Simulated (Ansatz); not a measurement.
Ansatz (a program for electronic structure) input (B3LYP-D3(BJ)/def2-TZVP):

Ansatz 0.2 input:
```yaml
crystal:
  periodic: [false, false, false]
  atoms:
    - {symbol: Sn, position_ang: [0.14553194, -0.15056115, 0.26211266]}
    - {symbol: O, position_ang: [0.88741190, 0.19144519, -1.57029064]}
    - {symbol: F, position_ang: [-1.59732138, 0.66627732, -0.06036752]}
basis:
  gaussian:
    orbitals: def2-TZVP
hamiltonian:
  xc: b3lyp
  dispersion: d3bj
magnetization: {spin_polarized: true, initial_magnetization: 1}
phonons: {temperatures: {t_min: 298.15, t_max: 298.15, t_step: 100}}
```

Output:

```
Functional definition: B3LYP
integrals: 0.03 GiB planned
739 factors; their error is unknown
mean field: 0.42 GiB planned
mean field evaluation 1: about -10582.6959 eV, gradient 6.1e1 eV
mean field evaluation 2: about -10384.1459 eV, gradient 1.5e2 eV
mean field evaluation 4: about -10596.4812 eV, gradient 2.6e1 eV
mean field evaluation 8: about -10598.9592 eV, gradient 1.4e0 eV
mean field evaluation 16: about -10599.1431 eV, gradient 3.4e-2 eV
mean field evaluation 32: about -10599.0319 eV, gradient 4.7e-1 eV
mean field -10599.14313525 eV, -389.5113258632 hartree, gradient 1.9e-5 eV, S^2 0.756412; 3 other end points of the search recorded, 0 dependent functions left out
the calculation of the forces begins
reference -10599.14333319 eV, -389.5113331375 hartree; 20, 19 occupied and 92, 93 virtual orbitals, 739 factors
these checks for a lower state are left out or cut short: stability, starts, cluster_reference, orbital_swaps, neighbouring_geometries, increment
integrals: 0.03 GiB planned
739 factors; their error is unknown
mean field: 0.42 GiB planned
mean field -10599.14307420 eV, -389.5113236196 hartree, gradient 1.3e-6 eV, S^2 0.756416; 0 other end points of the search recorded, 0 dependent functions left out
the calculation of the forces begins
reference -10599.14327213 eV, -389.5113308935 hartree; 20, 19 occupied and 92, 93 virtual orbitals, 739 factors
these checks for a lower state are left out or cut short: stability, starts, cluster_reference, orbital_swaps, neighbouring_geometries, increment
integrals: 0.03 GiB planned
739 factors; their error is unknown
mean field: 0.42 GiB planned
mean field -10599.14306714 eV, -389.5113233602 hartree, gradient 1.3e-6 eV, S^2 0.756409; 0 other end points of the search recorded, 0 dependent functions left out
the calculation of the forces begins
reference -10599.14326509 eV, -389.5113306348 hartree; 20, 19 occupied and 92, 93 virtual orbitals, 739 factors
these checks for a lower state are left out or cut short: stability, starts, cluster_reference, orbital_swaps, neighbouring_geometries, increment
integrals: 0.03 GiB planned
739 factors; their error is unknown
mean field: 0.42 GiB planned
mean field evaluation 64: about -10599.1431 eV, gradient 1.3e-6 eV
mean field -10599.14311180 eV, -389.5113250013 hartree, gradient 1.3e-6 eV, S^2 0.756415; 0 other end points of the search recorded, 0 dependent functions left out
the calculation of the forces begins
reference -10599.14330975 eV, -389.5113322760 hartree; 20, 19 occupied and 92, 93 virtual orbitals, 739 factors
these checks for a lower state are left out or cut short: stability, starts, cluster_reference, orbital_swaps, neighbouring_geometries, increment
integrals: 0.03 GiB planned
739 factors; their error is unknown
mean field: 0.42 GiB planned
mean field -10599.14311599 eV, -389.5113251552 hartree, gradient 1.4e-6 eV, S^2 0.756411; 0 other end points of the search recorded, 0 dependent functions left out
the calculation of the forces begins
reference -10599.14331392 eV, -389.5113324291 hartree; 20, 19 occupied and 92, 93 virtual orbitals, 739 factors
these checks for a lower state are left out or cut short: stability, starts, cluster_reference, orbital_swaps, neighbouring_geometries, increment
integrals: 0.03 GiB planned
739 factors; their error is unknown
mean field: 0.42 GiB planned
mean field -10599.14313853 eV, -389.5113259838 hartree, gradient 1.2e-6 eV, S^2 0.756418; 0 other end points of the search recorded, 0 dependent functions left out
the calculation of the forces begins
reference -10599.14333650 eV, -389.5113332590 hartree; 20, 19 occupied and 92, 93 virtual orbitals, 739 factors
these checks for a lower state are left out or cut short: stability, starts, cluster_reference, orbital_swaps, neighbouring_geometries, increment
integrals: 0.03 GiB planned
739 factors; their error is unknown
mean field: 0.42 GiB planned
mean field -10599.14311942 eV, -389.5113252813 hartree, gradient 1.2e-6 eV, S^2 0.756407; 0 other end points of the search recorded, 0 dependent functions left out
the calculation of the forces begins
reference -10599.14331733 eV, -389.5113325546 hartree; 20, 19 occupied and 92, 93 virtual orbitals, 739 factors
these checks for a lower state are left out or cut short: stability, starts, cluster_reference, orbital_swaps, neighbouring_geometries, increment
integrals: 0.03 GiB planned
739 factors; their error is unknown
mean field: 0.42 GiB planned
mean field evaluation 96: about -10599.1431 eV, gradient 1.3e-6 eV
mean field -10599.14312020 eV, -389.5113253102 hartree, gradient 1.3e-6 eV, S^2 0.756413; 0 other end points of the search recorded, 0 dependent functions left out
the calculation of the forces begins
reference -10599.14331815 eV, -389.5113325846 hartree; 20, 19 occupied and 92, 93 virtual orbitals, 739 factors
these checks for a lower state are left out or cut short: stability, starts, cluster_reference, orbital_swaps, neighbouring_geometries, increment
integrals: 0.03 GiB planned
739 factors; their error is unknown
mean field: 0.42 GiB planned
mean field -10599.14310887 eV, -389.5113248936 hartree, gradient 2.9e-6 eV, S^2 0.756413; 0 other end points of the search recorded, 0 dependent functions left out
the calculation of the forces begins
reference -10599.14330680 eV, -389.5113321677 hartree; 20, 19 occupied and 92, 93 virtual orbitals, 739 factors
these checks for a lower state are left out or cut short: stability, starts, cluster_reference, orbital_swaps, neighbouring_geometries, increment
integrals: 0.03 GiB planned
739 factors; their error is unknown
mean field: 0.42 GiB planned
mean field -10599.14306162 eV, -389.5113231572 hartree, gradient 2.7e-6 eV, S^2 0.756404; 0 other end points of the search recorded, 0 dependent functions left out
the calculation of the forces begins
reference -10599.14325954 eV, -389.5113304309 hartree; 20, 19 occupied and 92, 93 virtual orbitals, 739 factors
these checks for a lower state are left out or cut short: stability, starts, cluster_reference, orbital_swaps, neighbouring_geometries, increment
integrals: 0.03 GiB planned
739 factors; their error is unknown
mean field: 0.42 GiB planned
mean field -10599.14308779 eV, -389.5113241190 hartree, gradient 2.5e-6 eV, S^2 0.756421; 0 other end points of the search recorded, 0 dependent functions left out
the calculation of the forces begins
reference -10599.14328575 eV, -389.5113313938 hartree; 20, 19 occupied and 92, 93 virtual orbitals, 739 factors
these checks for a lower state are left out or cut short: stability, starts, cluster_reference, orbital_swaps, neighbouring_geometries, increment
integrals: 0.03 GiB planned
739 factors; their error is unknown
mean field: 0.42 GiB planned
mean field -10599.14312991 eV, -389.5113256670 hartree, gradient 2.0e-6 eV, S^2 0.756410; 0 other end points of the search recorded, 0 dependent functions left out
the calculation of the forces begins
reference -10599.14332784 eV, -389.5113329407 hartree; 20, 19 occupied and 92, 93 virtual orbitals, 739 factors
these checks for a lower state are left out or cut short: stability, starts, cluster_reference, orbital_swaps, neighbouring_geometries, increment
integrals: 0.03 GiB planned
739 factors; their error is unknown
mean field: 0.42 GiB planned
mean field evaluation 128: about -10599.0645 eV, gradient 1.5e-1 eV
mean field -10599.14313700 eV, -389.5113259274 hartree, gradient 1.7e-6 eV, S^2 0.756415; 0 other end points of the search recorded, 0 dependent functions left out
the calculation of the forces begins
reference -10599.14333496 eV, -389.5113332022 hartree; 20, 19 occupied and 92, 93 virtual orbitals, 739 factors
Total energy: -10599.21790933 eV, -389.5140737601 hartree
Atom 0 at     0.145532    -0.150561     0.262113 Å, force     0.000743    -0.000359     0.000168 eV/Å
Atom 1 at     0.887412     0.191445    -1.570291 Å, force    -0.000651     0.000133     0.000372 eV/Å
Atom 2 at    -1.597321     0.666277    -0.060368 Å, force    -0.000092     0.000226    -0.000540 eV/Å
Dipole moment:     0.300709    -0.324539     0.579973 e Å
Vibrations: 142.20 530.42 575.07 cm⁻¹, zero-point energy 0.077347 eV
```

It need not be the lowest isomer of its formula.
